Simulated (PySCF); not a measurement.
How methods differ on the ionisation energy of Hg

Hg [Xe] 4f14 5d10 6s2 (1S) → Hg⁺ [Xe] 4f14 5d10 6s1 (2S), as a difference of total energies. Calculation: PySCF 2.14, in x2c-TZVPPall (11s7p7d3f1g, 97 functions); scalar relativity by spin-free X2C-1e. The calculations carry no spin-orbit coupling.

```json
{"method": "UHF", "ionisation energy (eV)": "8.521"}
{"method": "HSE06", "ionisation energy (eV)": "10.232"}
{"method": "revPBE", "ionisation energy (eV)": "10.364"}
{"method": "wB97M-V", "ionisation energy (eV)": "10.073"}
```

For comparison: 10.438 eV (measured; NIST Atomic Spectra Database, ionization energies).
